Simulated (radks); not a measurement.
Coulomb parameter of the 3d shell of the vanadium ion V3+ in the model configuration [Ar] 3d1 4p1, as a second difference U = [E(n + 0.25) + E(n - 0.25) - 2 E(n)] / (0.25)^2 with all orbitals relaxed. "Bare": the charge of the atom changes with n. "Screened": the 4p shell takes up the change at fixed total charge, which measures U(3d,3d) + U(4p,4p) - 2 U(3d,4p). All-electron calculation, scalar-relativistic Kohn-Sham, PBEsol, spin-unpolarised, spherical densities, finite nucleus; Fermi nuclear charge, rms radius 3.6002 fm. Program: a radial shooting solver on a logarithmic mesh with Libxc functionals.

start: configuration [Ar] 3d1 4p1; E - E(n) (eV) 0.000
bare +0.25: configuration [Ar] 3d1.25 4p1; E - E(n) (eV) -10.586
bare -0.25: configuration [Ar] 3d0.75 4p1; E - E(n) (eV) 11.713
screened +0.25: configuration [Ar] 3d1.25 4p0.75; E - E(n) (eV) -4.828
screened -0.25: configuration [Ar] 3d0.75 4p1.25; E - E(n) (eV) 5.146

U(bare) = 18.037 eV, U(screened by 4p) = 5.094 eV, against the Slater integral F0(3d,3d) = 22.628 eV with frozen orbitals.
